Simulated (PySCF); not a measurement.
Simulated outer-valence photoelectron spectrum of `CSBN` (CH6BNS). Method: EOM-IP-CCSD/aug-cc-pVDZ in PySCF, restricted Hartree–Fock reference, frozen core, non-relativistic, gas phase, PBE0-D3(BJ)/def2-SVP geometry.

Each root has a Gaussian of 0.5 eV full width with its one-hole share as area; cross sections and vibrations are left out, and the highest printed point is 100.

```json
{"ionisation energy (eV)": "8.2", "intensity": "3"}
{"ionisation energy (eV)": "8.4", "intensity": "19"}
{"ionisation energy (eV)": "8.6", "intensity": "58"}
{"ionisation energy (eV)": "8.8", "intensity": "73"}
{"ionisation energy (eV)": "9.0", "intensity": "38"}
{"ionisation energy (eV)": "9.2", "intensity": "8"}
{"ionisation energy (eV)": "9.4", "intensity": "1"}
{"ionisation energy (eV)": "9.6", "intensity": "0"}
{"ionisation energy (eV)": "9.8", "intensity": "0"}
{"ionisation energy (eV)": "10.0", "intensity": "5"}
{"ionisation energy (eV)": "10.2", "intensity": "29"}
{"ionisation energy (eV)": "10.4", "intensity": "68"}
{"ionisation energy (eV)": "10.6", "intensity": "68"}
{"ionisation energy (eV)": "10.8", "intensity": "37"}
{"ionisation energy (eV)": "11.0", "intensity": "46"}
{"ionisation energy (eV)": "11.2", "intensity": "73"}
{"ionisation energy (eV)": "11.4", "intensity": "53"}
{"ionisation energy (eV)": "11.6", "intensity": "16"}
{"ionisation energy (eV)": "11.8", "intensity": "2"}
{"ionisation energy (eV)": "12.0", "intensity": "1"}
{"ionisation energy (eV)": "12.2", "intensity": "6"}
{"ionisation energy (eV)": "12.4", "intensity": "31"}
{"ionisation energy (eV)": "12.6", "intensity": "70"}
{"ionisation energy (eV)": "12.8", "intensity": "69"}
{"ionisation energy (eV)": "13.0", "intensity": "52"}
{"ionisation energy (eV)": "13.2", "intensity": "70"}
{"ionisation energy (eV)": "13.4", "intensity": "67"}
{"ionisation energy (eV)": "13.6", "intensity": "28"}
{"ionisation energy (eV)": "13.8", "intensity": "5"}
{"ionisation energy (eV)": "14.0", "intensity": "1"}
{"ionisation energy (eV)": "14.2", "intensity": "9"}
{"ionisation energy (eV)": "14.4", "intensity": "40"}
{"ionisation energy (eV)": "14.6", "intensity": "84"}
{"ionisation energy (eV)": "14.8", "intensity": "100"}
{"ionisation energy (eV)": "15.0", "intensity": "92"}
{"ionisation energy (eV)": "15.2", "intensity": "54"}
{"ionisation energy (eV)": "15.4", "intensity": "15"}
{"ionisation energy (eV)": "15.6", "intensity": "2"}
{"ionisation energy (eV)": "15.8", "intensity": "0"}
{"ionisation energy (eV)": "16.0", "intensity": "0"}
{"ionisation energy (eV)": "16.2", "intensity": "0"}
{"ionisation energy (eV)": "16.4", "intensity": "1"}
{"ionisation energy (eV)": "16.6", "intensity": "7"}
{"ionisation energy (eV)": "16.8", "intensity": "33"}
{"ionisation energy (eV)": "17.0", "intensity": "70"}
{"ionisation energy (eV)": "17.2", "intensity": "60"}
{"ionisation energy (eV)": "17.4", "intensity": "21"}
{"ionisation energy (eV)": "17.6", "intensity": "3"}
{"ionisation energy (eV)": "17.8", "intensity": "0"}
```

Where are the maxima, and how many lines lie under the curve?

7 maxima, at 8.8, 10.5, 11.2, 12.7, 13.3, 14.8 and 17.1 eV, from 8 lines. At this width some lines have no maximum of their own.

List the lines with their holes.

| E (eV) | leading hole (HF orbital) | area | Koopmans (eV) |
| --- | --- | --- | --- |
| 8.75 | HOMO | 0.95 | 9.38 |
| 10.50 | HOMO-1 | 0.96 | 11.20 |
| 11.23 | HOMO-2 | 0.93 | 12.32 |
| 12.69 | HOMO-3 | 0.95 | 13.51 |
| 13.30 | HOMO-4 | 0.94 | 14.40 |
| 14.64 | HOMO-5 | 0.95 | 15.80 |
| 15.02 | HOMO-6 | 0.94 | 16.27 |
| 17.07 | HOMO-7 | 0.93 | 18.51 |

The widest gap, 2.05 eV, lies between 15.02 and 17.07 eV. Only orbitals with −ε under 21 eV, eight at most, were ionised, so the high end of the curve may lack lines.

The values belong to the conformer `[CH3:1][S:2][BH:3][NH2:4]`: C1–S2–B3–N4 180°, H–N4–B3–S2 0°, H–N4–B3–S2 180°.
